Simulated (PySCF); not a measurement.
**KAl: frontier orbitals**

revPBE at R = 3.490 Å; PySCF, no relativity, basis sets K 3-21G, Al 3-21G. State: ³Π (triplet), unpaired electrons σ ↑, π ↑. Only the outer orbitals are listed, counted within each symmetry.

```json
{"spin": "α", "orbital": "7σ", "occ.": "1", "ε (eV)": "-35.77", "on K (%)": "100", "main shells (%)": "100 K s"}
{"spin": "α", "orbital": "3π", "occ.": "1", "ε (eV)": "-19.49", "on K (%)": "100", "main shells (%)": "100 K p"}
{"spin": "α", "orbital": "3π", "occ.": "1", "ε (eV)": "-19.46", "on K (%)": "100", "main shells (%)": "100 K p"}
{"spin": "α", "orbital": "8σ", "occ.": "1", "ε (eV)": "-19.45", "on K (%)": "100", "main shells (%)": "100 K p"}
{"spin": "α", "orbital": "9σ", "occ.": "1", "ε (eV)": "-7.02", "on K (%)": "0", "main shells (%)": "100 Al s"}
{"spin": "α", "orbital": "10σ", "occ.": "1", "ε (eV)": "-2.98", "on K (%)": "47", "main shells (%)": "51 Al p, 46 K s"}
{"spin": "α", "orbital": "4π", "occ.": "1", "ε (eV)": "-2.39", "on K (%)": "12", "main shells (%)": "88 Al p, 12 K p"}
{"spin": "α", "orbital": "4π", "occ.": "0", "ε (eV)": "-2.20", "on K (%)": "14", "main shells (%)": "86 Al p, 14 K p"}
{"spin": "α", "orbital": "11σ", "occ.": "0", "ε (eV)": "-1.94", "on K (%)": "67", "main shells (%)": "41 K s, 33 Al p, 26 K p"}
{"spin": "α", "orbital": "5π", "occ.": "0", "ε (eV)": "-0.78", "on K (%)": "89", "main shells (%)": "89 K p, 11 Al p"}
{"spin": "β", "orbital": "7σ", "occ.": "1", "ε (eV)": "-35.73", "on K (%)": "100", "main shells (%)": "100 K s"}
{"spin": "β", "orbital": "3π", "occ.": "1", "ε (eV)": "-19.44", "on K (%)": "100", "main shells (%)": "100 K p"}
{"spin": "β", "orbital": "3π", "occ.": "1", "ε (eV)": "-19.40", "on K (%)": "100", "main shells (%)": "100 K p"}
{"spin": "β", "orbital": "8σ", "occ.": "1", "ε (eV)": "-19.39", "on K (%)": "100", "main shells (%)": "100 K p"}
{"spin": "β", "orbital": "9σ", "occ.": "1", "ε (eV)": "-6.13", "on K (%)": "1", "main shells (%)": "98 Al s"}
{"spin": "β", "orbital": "10σ", "occ.": "0", "ε (eV)": "-2.22", "on K (%)": "77", "main shells (%)": "74 K s, 21 Al p"}
{"spin": "β", "orbital": "4π", "occ.": "0", "ε (eV)": "-1.69", "on K (%)": "15", "main shells (%)": "85 Al p, 15 K p"}
{"spin": "β", "orbital": "4π", "occ.": "0", "ε (eV)": "-1.16", "on K (%)": "30", "main shells (%)": "70 Al p, 30 K p"}
```

Task: Which are the highest filled and the lowest empty level, where do they sit, and how wide is the gap?

Result: Highest filled α 4π at -2.39 eV (in %: 88 Al p, 12 K p); lowest empty β 10σ at -2.22 eV (in %: 74 K s, 21 Al p); the gap at revPBE is 0.17 eV.

```json
{
 "bond order (Mayer)": "0.72",
 "⟨S²⟩": "2.001",
 "charge on K (Mulliken, basis-dependent)": "0.39",
 "charge on K (Löwdin, basis-dependent)": "0.17",
 "dipole moment (positive dipole means K(−)Al(+))": "-6.22 D"
}
```

3-21G is very small, so such numbers show the basis as much as the molecule. The state was picked by a PBE0 search and need not be the measured ground state.
